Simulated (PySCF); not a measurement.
Si(GeH3)(OH)3 (GeH6O3Si), SMILES O[Si]([GeH3])(O)O. The structure is a stationary point at PBE-D3(BJ)/def2-SVP. One conformer was computed; it need not be the lowest.

Calculation: PySCF with PBE-D3(BJ)/def2-SVP.

Harmonic wavenumbers (cm⁻¹): 87, 116, 123, 187, 209, 227, 255, 304, 352, 425, 453, 456, 737, 779, 783, 794, 838, 851, 854, 913, 940, 2062, 2073, 2089, 3729, 3761, 3762. Rotational constants (GHz): 3.684, 1.358, 1.327; symmetry number 1.

### Question
Work out the zero-point energy and the ideal-gas rigid-rotor harmonic-oscillator thermochemistry at 298.15 K and 1 atm.

### Answer
ZPE = ½ Σ hcν = ½ × 28160 cm⁻¹ = 40.26 kcal/mol. H − E(el) = 46.71 kcal/mol. Entropy in cal/(mol K): translation 41.02, rotation 28.27, vibration 24.54, total 93.83. G − E(el) = 18.73 kcal/mol. Cp = 33.84 cal/(mol K). Modes under 150 cm⁻¹ make the vibrational entropy uncertain.
